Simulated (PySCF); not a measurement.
F₄Te, SMILES F[Te](F)(F)F (connectivity only; charge and spin as stated), charge +1, multiplicity 2.

Geometry: B3LYP-D3(BJ)/def2-SVP. The spin state was assumed, not searched. The isomer is the one that the SMILES or the coordinates give; other isomers of the formula were not compared. The def2 effective core potentials stand for the cores of Te; spin–orbit coupling is left out.

Two levels are set side by side: PBE/def2-TZVP (PySCF) and ωB97X/def2-TZVP (PySCF). Same geometry, gas phase. Differences are taken from unrounded values.

```
quantity                     ωB97X   PBE  PBE minus ωB97X
---------------------------  -----  ----  ---------------
α-spin orbital gap (eV)      12.08  5.20            -6.88
β-spin orbital gap (eV)       9.64  2.06            -7.58
mean polarisability (bohr³)   37.7  38.0              0.3
```

Rough cost on one machine, each run with all the roots and properties that it gave: ωB97X against PBE about 2 times.
